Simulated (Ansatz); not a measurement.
Input file for H8N3Si2 (`N[SiH]N[SiH2]N`) radical:

```yaml
crystal:
  periodic: [false, false, false]
  atoms:
    - {symbol: N, position_ang: [-1.260937, -1.567669, 0.224206]}
    - {symbol: Si, position_ang: [-0.201302, -1.612566, -1.121721]}
    - {symbol: N, position_ang: [0.840756, -0.235257, -0.946937]}
    - {symbol: Si, position_ang: [0.487509, 1.318445, -0.300023]}
    - {symbol: N, position_ang: [-0.028232, 1.153368, 1.339349]}
    - {symbol: H, position_ang: [-2.190134, -1.948218, 0.173334]}
    - {symbol: H, position_ang: [-1.182819, -0.795571, 0.875054]}
    - {symbol: H, position_ang: [0.704404, -2.815071, -1.149531]}
    - {symbol: H, position_ang: [1.743617, -0.319517, -1.391430]}
    - {symbol: H, position_ang: [-0.650957, 2.012987, -0.959060]}
    - {symbol: H, position_ang: [1.730276, 2.117219, -0.502635]}
    - {symbol: H, position_ang: [-0.615224, 1.876068, 1.727304]}
    - {symbol: H, position_ang: [0.623054, 0.815792, 2.032089]}
basis:
  gaussian: {orbitals: def2-TZVPP}
magnetization: {spin_polarized: true, initial_magnetization: 1}
correlation: {method: ccsd_t}
scf: {omitted_lower_state_checks: [cluster_reference]}
```

```sh
$ ansatz run in.yaml --threads 2 --pin off --events-out ev --progress --plain --max-ram 22528MiB --backend cuda --devices 0, --max-vram 18GiB
```

Log, shortened:

```
Functional definition: HF
1672 factors; integrals over basis functions are off by at most 9.9e-4 eV
mean field evaluation 1: about -20294.4415 eV, gradient 3.9e1 eV
mean field evaluation 2: about -20294.4452 eV, gradient 3.9e1 eV
mean field evaluation 4: about -20301.0382 eV, gradient 3.4e0 eV
mean field evaluation 8: about -20301.1630 eV, gradient 1.7e-1 eV
mean field -20301.16381789 eV, -746.0540096846 hartree, gradient 1.8e-6 eV, S^2 0.755712; 0 other end points of the search recorded, 0 dependent functions left out
13 core orbitals not correlated: weight in the atoms' cores, before any rotation towards them, 1.000 or more for the frozen orbitals, at most 0.000 for the correlated occupied ones
reference -20301.16381789 eV, -746.0540096846 hartree; 16, 15 occupied and 260, 261 virtual orbitals, 1672 factors
second order -23.63771506 eV of doubles, -0.00000000 eV of singles
cycle   1  -24.22380366 eV  change   -5.9e-1 eV  update   1.0e-1
cycle   2  -24.80917694 eV  change   -5.9e-1 eV  update   3.1e-2
cycle   3  -24.92680714 eV  change   -1.2e-1 eV  update   1.7e-2
cycle   4  -24.91607431 eV  change    1.1e-2 eV  update   5.7e-3
cycle   5  -24.91586667 eV  change    2.1e-4 eV  update   3.3e-3
cycle   6  -24.91664605 eV  change   -7.8e-4 eV  update   1.2e-3
cycle   7  -24.91657735 eV  change    6.9e-5 eV  update   4.6e-4
cycle   8  -24.91676743 eV  change   -1.9e-4 eV  update   1.9e-4
cycle   9  -24.91679654 eV  change   -2.9e-5 eV  update   7.5e-5
cycle  10  -24.91675022 eV  change    4.6e-5 eV  update   3.7e-5
cycle  11  -24.91678093 eV  change   -3.1e-5 eV  update   1.8e-5
perturbative correction -0.96347450 eV, -0.0354070349 hartree
Total energy: -20327.04407333 eV, -747.0050915294 hartree
Checks for a lower state left out: cluster_reference
```

It took 17 s on 2 threads of an AMD EPYC 7R13 on a shared host and a share of an NVIDIA H100 80 GB, with 0.86 GiB of host memory at the peak.

MP2 recovers 91.3 % of the CCSD(T) correlation energy and the triples give 3.7 %; T1 = 0.0133.
